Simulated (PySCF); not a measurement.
C₆H₉NO (charge +1 and doublet state).
Geometry (GFN2-xTB, Å), atoms numbered from 1 in this order:
```
atom  x, y, z in Å
C1     2.9118    0.3586   -0.8376
C2     2.1969   -0.1842   -0.0297
C3     1.3360   -0.8566    0.8969
C4    -0.0203   -1.0461    0.1727
O5    -0.2876   -2.1026   -0.3295
N6    -0.8485    0.0379    0.1320
C7    -2.2162   -0.2377   -0.1945
C8    -0.5192    1.3166    0.6813
H9     3.5820    0.8308   -1.4992
H10    1.7321   -1.8526    1.1144
H11    1.2034   -0.2926    1.8224
H12   -2.2483   -1.1072   -0.8580
H13   -2.6701    0.6337   -0.6653
H14   -2.8130   -0.4857    0.6918
H15   -0.6373    1.3283    1.7730
H16   -1.2088    2.0627    0.2864
H17    0.5001    1.6086    0.4309
```

The hyperfine couplings belong to this conformer and change with its torsions.

The species is `[CH+]=[C]CC(=O)N(C)C` [radical] (charge +1).

Computed, not measured: UKS B3LYP, pcH-1 on C H N O, non-relativistic, mean-field spin-orbit, GIAO in PySCF. One conformer (not necessarily the lowest) at the GFN2-xTB geometry, without solvent, vibrations or thermal averaging. Couplings are sensitive to structure, and on GFN2-xTB geometries they can be far from those on DFT ones, by a factor of two or more for some ions and for spin on atoms past the first row. Stability of the SCF solution: not tested.

Largest spin populations (Mulliken): N6 (+0.42), O5 (+0.30), C1 (+0.18) and C4 (-0.09). Three atoms exceed +0.15. The positive populations add up to 1.11 and the negative ones to -0.11, together 2S = 1.

Question: List the C–H protons on four-coordinate carbons next to a three-coordinate spin centre, with their couplings and θ (C–H bond against the normal to the plane of the centre's neighbours, projected along the bond that joins the two).

Answer: 
```json
{"β H": "H12", "on": "C7", "centre": "N6", "θ (°)": "66", "cos²θ": "0.16", "a (G)": "+13.22"}
{"β H": "H13", "on": "C7", "centre": "N6", "θ (°)": "56", "cos²θ": "0.32", "a (G)": "+12.94"}
{"β H": "H14", "on": "C7", "centre": "N6", "θ (°)": "4", "cos²θ": "0.99", "a (G)": "+40.48"}
{"β H": "H15", "on": "C8", "centre": "N6", "θ (°)": "4", "cos²θ": "1.00", "a (G)": "+38.66"}
{"β H": "H16", "on": "C8", "centre": "N6", "θ (°)": "66", "cos²θ": "0.16", "a (G)": "+13.85"}
{"β H": "H17", "on": "C8", "centre": "N6", "θ (°)": "54", "cos²θ": "0.34", "a (G)": "+6.48"}
```

Fitting the Heller–McConnell form a = ρ(B0 + B2 cos²θ), with Mulliken ρ = 0.42, gives B0 = 8.5 G and B2 = 82.9 G, with a largest miss of 9.1 G.

Question: What would the freely rotating methyl group on C7 show?

Answer: Three equal couplings, a 1:3:3:1 quartet. The mean of the three values of this geometry estimates the splitting: 22.2 G, or 62.4 MHz (three bonds 120° apart have a mean cos²θ of 1/2 at any torsion).

Couplings in gauss use g_iso = 2.0065.

The run took 93 s of wall time (grids of density and orbitals included) on one thread of an Arm Neoverse V2 (shared host), and the process peaked at 1.1 GiB of memory.

The SMILES draws the unpaired electron on C2; the largest computed Mulliken spin population is on N6 (0.42 against 0.03).
